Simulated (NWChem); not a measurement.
System: SnN3H7; SMILES [NH2][SnH]([NH2])[NH2]

Here is an NWChem input.

```
start job
memory heap 200 mb stack 900 mb global 1100 mb
geometry units angstroms
  Sn    -0.067733     0.025824    -0.191693
  N     -0.301997     1.791239     0.765981
  N      1.852839    -0.539897    -0.174438
  N     -0.978584    -1.447735     0.867808
  H     -0.493557     0.271767    -1.802495
  H     -0.254960     1.690592     1.772599
  H     -1.173354     2.264668     0.569304
  H      2.494433     0.222019    -0.350328
  H      2.131800    -0.951934     0.707059
  H     -1.989870    -1.438260     0.828153
  H     -0.689541    -2.371135     0.572628
end
basis spherical
  * library def2-svp
end
ecp
  Sn library def2-ecp
end
dft
  xc xpbe96 cpbe96
  disp vdw 4
  iterations 150
end
driver
  maxiter 120
end
task dft optimize
```

NWChem printed, in part:

```
             Northwest Computational Chemistry Package (NWChem) 7.3.0
             --------------------------------------------------------

 C1  symmetry detected

                             Geometry "geometry" -> ""
                             -------------------------

 Output coordinates in angstroms (scale by  1.889725989 to convert to a.u.)

  No.       Tag          Charge          X              Y              Z
 ---- ---------------- ---------- -------------- -------------- --------------
    1 Sn                  50.0000     0.01250361     0.02127443    -0.24221034
    2 N                    7.0000     0.06463116     1.88846774     0.53211589
    3 N                    7.0000     1.55071197    -1.06848148     0.43253544
    4 N                    7.0000    -1.59808030    -0.97385401     0.49216483
    5 H                    1.0000     0.20649259     0.16680505    -1.90884955
    6 H                    1.0000    -0.23628973     1.91119536     1.49883827
    7 H                    1.0000    -0.50629367     2.56371139     0.04204372
    8 H                    1.0000     2.42149666    -0.55461211     0.46025627
    9 H                    1.0000     1.39799696    -1.42449888     1.36771480
   10 H                    1.0000    -2.48979598    -0.67752371     0.11614200
   11 H                    1.0000    -1.53962714    -1.97172459     0.33665861

 Effective nuclear repulsion energy (a.u.)     417.3804679951

                                Z-matrix (autoz)
                                --------

 Units are Angstrom for bonds and degrees for angles

      Type          Name      I     J     K     L     M      Value
      ----------- --------  ----- ----- ----- ----- ----- ----------
    1 Stretch                  1     2                       2.02206
    2 Stretch                  1     3                       2.00223
    3 Stretch                  1     4                       2.03066
    4 Stretch                  1     5                       1.68419
    5 Stretch                  2     6                       1.01273
    6 Stretch                  2     7                       1.01098
    7 Stretch                  3     8                       1.01148
    8 Stretch                  3     9                       1.01224
    9 Stretch                  4    10                       1.01211
   10 Stretch                  4    11                       1.01160
   11 Bend                     1     2     6               112.24739
   12 Bend                     1     2     7               114.61815
   13 Bend                     1     3     8               113.21049
   14 Bend                     1     3     9               112.75951
   15 Bend                     1     4    10               114.89457
   16 Bend                     1     4    11               112.45619
   17 Bend                     2     1     3               110.71575
   18 Bend                     2     1     4               109.54089
   19 Bend                     2     1     5               107.22880
   20 Bend                     3     1     4               102.75185
   21 Bend                     3     1     5               106.97933
   22 Bend                     4     1     5               119.44421
   23 Bend                     6     2     7               106.25647
   24 Bend                     8     3     9               106.45399
   25 Bend                    10     4    11               106.41592
   26 Torsion                  2     1     3     8         -41.76179
   27 Torsion                  2     1     3     9          79.17643
   28 Torsion                  2     1     4    10          73.26294
   29 Torsion                  2     1     4    11        -164.80401
   30 Torsion                  3     1     2     6         -75.61180
   31 Torsion                  3     1     2     7         163.04715
   32 Torsion                  3     1     4    10        -169.01610
   33 Torsion                  3     1     4    11         -47.08305
   34 Torsion                  4     1     2     6          37.00924
   35 Torsion                  4     1     2     7         -84.33181
   36 Torsion                  4     1     3     8        -158.64861
   37 Torsion                  4     1     3     9         -37.71039
   38 Torsion                  5     1     2     6         168.01892
   39 Torsion                  5     1     2     7          46.67787
   40 Torsion                  5     1     3     8          74.76182
   41 Torsion                  5     1     3     9        -164.29996
   42 Torsion                  5     1     4    10         -50.87977
   43 Torsion                  5     1     4    11          71.05328

                           NWChem Geometry Optimization
                           ----------------------------

 maximum gradient threshold         (gmax) =   0.000450
 rms gradient threshold             (grms) =   0.000300
 maximum cartesian step threshold   (xmax) =   0.001800
 rms cartesian step threshold       (xrms) =   0.001200
 fixed trust radius                (trust) =   0.300000
 source of zmatrix                         =   autoz

          -------------------
          Energy Minimization
          -------------------

 Using diagonal initial Hessian
 Scaling for Hessian diagonals: bonds = 1.00  angles = 0.25  torsions = 0.10

          --------
          Step   0

                                 NWChem DFT Module
                                 -----------------

 Summary of "ao basis" -> "ao basis" (spherical)
 ------------------------------------------------------------------------------
       Tag                 Description            Shells   Functions and Types
 ---------------- ------------------------------  ------  ---------------------
 Sn                         def2-svp                10       26   4s4p2d
 N                          def2-svp                 6       14   3s2p1d
 H                          def2-svp                 3        5   2s1p

            General Information
            -------------------
          SCF calculation type: DFT
          Wavefunction type:  closed shell.
          No. of atoms     :    11
          No. of electrons :    50
           Alpha electrons :    25
            Beta electrons :    25
          Charge           :     0
          Spin multiplicity:     1
          Use of symmetry is: off; symmetry adaption is: off
          Maximum number of iterations: 150
          AO basis - number of functions:   103
                     number of shells:    49
          Convergence on energy requested:  1.00D-06
          Convergence on density requested:  1.00D-05
          Convergence on gradient requested:  5.00D-04

[...]

      ----------------------
      Optimization converged
      ----------------------

  Step       Energy      Delta E   Gmax     Grms     Xrms     Xmax
  ---- ---------------- -------- -------- -------- -------- --------
@   30    -382.42656544 -3.1D-08  0.00003  0.00001  0.00031  0.00108
                                     ok       ok       ok       ok

                                Z-matrix (autoz)
                                --------

 Units are Angstrom for bonds and degrees for angles

      Type          Name      I     J     K     L     M      Value     Gradient
      ----------- --------  ----- ----- ----- ----- ----- ---------- ----------
    1 Stretch                  1     2                       2.07303   -0.00002
    2 Stretch                  1     3                       2.06264    0.00000
    3 Stretch                  1     4                       2.07294    0.00003
    4 Stretch                  1     5                       1.74069    0.00001
    5 Stretch                  2     6                       1.02983   -0.00002
    6 Stretch                  2     7                       1.02980   -0.00001
    7 Stretch                  3     8                       1.02956    0.00000
    8 Stretch                  3     9                       1.02986    0.00000
    9 Stretch                  4    10                       1.02954    0.00000
   10 Stretch                  4    11                       1.03035    0.00001
   11 Bend                     1     2     6               110.68685   -0.00000
   12 Bend                     1     2     7               111.03943   -0.00001
   13 Bend                     1     3     8               110.14136    0.00000
   14 Bend                     1     3     9               110.03750    0.00000
   15 Bend                     1     4    10               111.26777    0.00000
   16 Bend                     1     4    11               109.71690   -0.00000
   17 Bend                     2     1     3               113.29802    0.00000
   18 Bend                     2     1     4               109.00049    0.00000
   19 Bend                     2     1     5               106.54539   -0.00000
   20 Bend                     3     1     4               100.58847    0.00000
   21 Bend                     3     1     5               107.40825   -0.00000
   22 Bend                     4     1     5               120.14239   -0.00000
   23 Bend                     6     2     7               106.31452    0.00000
   24 Bend                     8     3     9               105.89692   -0.00000
   25 Bend                    10     4    11               106.09124    0.00000
   26 Torsion                  2     1     3     8         -61.96664    0.00000
   27 Torsion                  2     1     3     9          54.41264    0.00000
   28 Torsion                  2     1     4    10          69.82016   -0.00000
   29 Torsion                  2     1     4    11        -173.08636   -0.00000
   30 Torsion                  3     1     2     6         -82.83246   -0.00000
   31 Torsion                  3     1     2     7         159.33006   -0.00000
   32 Torsion                  3     1     4    10        -170.84451    0.00000
   33 Torsion                  3     1     4    11         -53.75103    0.00000
   34 Torsion                  4     1     2     6          28.26016    0.00000
   35 Torsion                  4     1     2     7         -89.57732    0.00000
   36 Torsion                  4     1     3     8        -178.14207   -0.00000
   37 Torsion                  4     1     3     9         -61.76279   -0.00000
   38 Torsion                  5     1     2     6         159.28000    0.00000
   39 Torsion                  5     1     2     7          41.44252    0.00000
   40 Torsion                  5     1     3     8          55.41779   -0.00000
   41 Torsion                  5     1     3     9         171.79706    0.00000
   42 Torsion                  5     1     4    10         -53.42514   -0.00000
   43 Torsion                  5     1     4    11          63.66833   -0.00000

                         Geometry "geometry" -> "geometry"
                         ---------------------------------

 Output coordinates in angstroms (scale by  1.889725989 to convert to a.u.)

  No.       Tag          Charge          X              Y              Z
 ---- ---------------- ---------- -------------- -------------- --------------
    1 Sn                  50.0000     0.02561586     0.01767079    -0.20640311
    2 N                    7.0000     0.04333390     1.92657825     0.60180961
    3 N                    7.0000     1.55508544    -1.17770921     0.49092490
    4 N                    7.0000    -1.62190245    -1.00826128     0.52176321
    5 H                    1.0000     0.25110496     0.20377465    -1.92236072
    6 H                    1.0000    -0.41522172     1.93551916     1.52386770
    7 H                    1.0000    -0.48438519     2.58358041     0.00990216
    8 H                    1.0000     2.46633125    -0.77521329     0.23086683
    9 H                    1.0000     1.54151688    -1.20341136     1.52037695
   10 H                    1.0000    -2.49813552    -0.62918189     0.13644455
   11 H                    1.0000    -1.57959728    -1.99258703     0.22021784

 Effective nuclear repulsion energy (a.u.)     408.1698241931

                Final and change from initial internal coordinates
                --------------------------------------------------

                                Z-matrix (autoz)
                                --------

 Units are Angstrom for bonds and degrees for angles

      Type          Name      I     J     K     L     M      Value       Change
      ----------- --------  ----- ----- ----- ----- ----- ---------- ----------
    1 Stretch                  1     2                       2.07303    0.05097
    2 Stretch                  1     3                       2.06264    0.06041
    3 Stretch                  1     4                       2.07294    0.04228
    4 Stretch                  1     5                       1.74069    0.05650
    5 Stretch                  2     6                       1.02983    0.01710
    6 Stretch                  2     7                       1.02980    0.01882
    7 Stretch                  3     8                       1.02956    0.01808
    8 Stretch                  3     9                       1.02986    0.01762
    9 Stretch                  4    10                       1.02954    0.01743
   10 Stretch                  4    11                       1.03035    0.01874
   11 Bend                     1     2     6               110.68685   -1.56054
   12 Bend                     1     2     7               111.03943   -3.57873
   13 Bend                     1     3     8               110.14136   -3.06913
   14 Bend                     1     3     9               110.03750   -2.72201
   15 Bend                     1     4    10               111.26777   -3.62680
   16 Bend                     1     4    11               109.71690   -2.73929
   17 Bend                     2     1     3               113.29802    2.58227
   18 Bend                     2     1     4               109.00049   -0.54041
   19 Bend                     2     1     5               106.54539   -0.68340
   20 Bend                     3     1     4               100.58847   -2.16338
   21 Bend                     3     1     5               107.40825    0.42892
   22 Bend                     4     1     5               120.14239    0.69818
   23 Bend                     6     2     7               106.31452    0.05804
   24 Bend                     8     3     9               105.89692   -0.55707
   25 Bend                    10     4    11               106.09124   -0.32467
   26 Torsion                  2     1     3     8         -61.96664  -20.20485
   27 Torsion                  2     1     3     9          54.41264  -24.76380
   28 Torsion                  2     1     4    10          69.82016   -3.44278
   29 Torsion                  2     1     4    11        -173.08636   -8.28236
   30 Torsion                  3     1     2     6         -82.83246   -7.22065
   31 Torsion                  3     1     2     7         159.33006   -3.71708
   32 Torsion                  3     1     4    10        -170.84451   -1.82840
   33 Torsion                  3     1     4    11         -53.75103   -6.66798
   34 Torsion                  4     1     2     6          28.26016   -8.74908
   35 Torsion                  4     1     2     7         -89.57732   -5.24551
   36 Torsion                  4     1     3     8        -178.14207  -19.49346
   37 Torsion                  4     1     3     9         -61.76279  -24.05241
   38 Torsion                  5     1     2     6         159.28000   -8.73892
   39 Torsion                  5     1     2     7          41.44252   -5.23535
   40 Torsion                  5     1     3     8          55.41779  -19.34402
   41 Torsion                  5     1     3     9         171.79706  -23.90297
   42 Torsion                  5     1     4    10         -53.42514   -2.54537
   43 Torsion                  5     1     4    11          63.66833   -7.38495

[...]
```

Level: PBE-D3(BJ)/def2-SVP with def2 effective core potentials on Sn. No frequency run checked for a minimum. def2 effective core potentials on Sn; no spin-orbit coupling.
